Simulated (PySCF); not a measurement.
# UHF on O (oxygen, neutral)

Configuration: [He] 2s2 2p4, high-spin 3P determinant. Calculation: PySCF 2.14, in x2c-TZVPall (5s3p2d1f, 31 functions); scalar relativity by spin-free X2C-1e.

```
Total energy                                                  : -74.867874 hartree
One-electron energy                                           : -103.3307 hartree
Hartree (Coulomb) energy                                      : 36.6907 hartree
Exchange energy                                               : -8.2279 hartree
⟨S²⟩                                                          : 2.0082
⟨L²⟩                                                          : 2.014
Sum of ⟨r⟩                                                    : 7.604 bohr
Sum of ⟨r²⟩                                                   : 11.14 bohr²
Traceless quadrupole moment −½Σ⟨3z² − r²⟩ along its main axis : -0.942 e·bohr²
Langevin diamagnetic susceptibility                           : -8.83 ×10⁻⁶ cm³/mol
Time after the integrals                                      : 0.15 s of wall time on 1 thread of AMD EPYC 7R43 64-Core Processor (shared host)
```

```tsv
shell	electrons	mean orbital energy (eV)	spread (eV)	rms radius, mean of both spins (bohr)
1s α	1	-563.84	0	0.230
1s β	1	-561.69	0	0.230
2s α	1	-38.592	0	1.26
2s β	1	-29.289	0	1.26
2p α	3	-18.390	2.700	1.40
2p β	1	-14.165	0	1.40
```
